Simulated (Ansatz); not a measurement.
MoH4. Total charge 0; triplet. Geometry r2SCAN-D4/def2-TZVP, basis def2-TZVP, Ansatz.

```json
{"run": "A", "HOMO (eV)": "-6.21", "LUMO (eV)": "-3.10"}
{"run": "B", "HOMO (eV)": "-5.52", "LUMO (eV)": "-3.94"}
{"run": "C", "HOMO (eV)": "-6.13", "LUMO (eV)": "-2.97"}
{"run": "D", "HOMO (eV)": "-6.88", "LUMO (eV)": "-2.59"}
{"run": "E", "HOMO (eV)": "-8.94", "LUMO (eV)": "-1.42"}
{"run": "F", "HOMO (eV)": "-5.59", "LUMO (eV)": "-3.45"}
```

In the def2 sets Mo takes a core potential; there is no spin–orbit coupling. HSE06 is defined as in plane-wave codes, on full-range PBE exchange.

HOMO and LUMO are taken over both spins.

Task: The runs used B97M-V, BHLYP, HSE06, LDA (SPW92), PBE, r2SCAN. Estimate which is which.

Result: A B97M-V (0 % exact exchange); B LDA (SPW92) (0 % exact exchange); C r2SCAN (0 % exact exchange); D HSE06 (range-separated); E BHLYP (50 % exact exchange); F PBE (0 % exact exchange). Exact exchange lowers occupied and raises empty levels; among semilocal functionals meta-GGAs tend to open the gap a little, and such runs are hard to tell apart. The gap grows from 1.58 eV (LDA (SPW92)) to 7.52 eV (BHLYP).
